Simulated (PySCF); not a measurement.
# Computed properties of Hf(NH2)3(SH) (H₇HfN₃S), SMILES [NH2][Hf]([NH2])([NH2])[SH], multiplicity 1

H₇HfN₃S, SMILES [NH2][Hf]([NH2])([NH2])[SH], multiplicity 1. Geometry: B3LYP-D3(BJ)/def2-SVP. The multiplicity is an assumed one; other spin states were not compared. The def2 effective core potentials stand for the cores of Hf; spin–orbit coupling is left out. One conformer was computed; it need not be the lowest. All values are computed for the isolated molecule unless a solvent is named; none is compared with measurement here.

**Structure.** All 30 harmonic modes at B3LYP-D3(BJ)/def2-SVP (PySCF) are real, so it is a minimum. With heavy atoms numbered as in [Hf:1]([NH2:2])([NH2:5])([NH2:8])[SH:11], the shortest bond between them is Hf1–N2 at 2.037 Å and the longest Hf1–S11 at 2.503 Å.

**Vibrations.** The strongest infrared lines (harmonic, unscaled, degenerate partners summed) lie at 509 cm⁻¹ (156 km/mol, H 74 %, N 23 %), 495 cm⁻¹ (138 km/mol, H 77 %, N 22 %), 621 cm⁻¹ (138 km/mol, N 72 %, H 16 %, Hf 12 %). The softest mode is at 64 cm⁻¹ and the zero-point energy is 51.1 kcal/mol.

**Electronic structure.** CAM-B3LYP/def2-TZVP (PySCF) places the frontier levels at -8.14 and 0.59 eV, a gap of 8.73 eV, and gives a dipole moment of 2.84 D and a mean polarisability of 83.7 bohr³. PBE/def2-TZVP (PySCF) at the same geometry gives -5.59 and -1.03 eV, so its gap is 4.17 eV narrower. An orbital gap is neither the optical nor the fundamental gap.

**Excitations.** TDA-ωB97X/def2-SVPD (PySCF) has S1 at 5.61 eV (221 nm, f = 0.003, weak); the most intense of the 10 singlets computed lies at 6.52 eV (f = 0.09). T1 (TDA) is at 5.41 eV, 0.20 eV under S1. TDA-PBE/def2-SVPD (PySCF) puts S1 at 4.57 eV. No vertical singlet excitation falls in the visible range (under 3.1 eV).
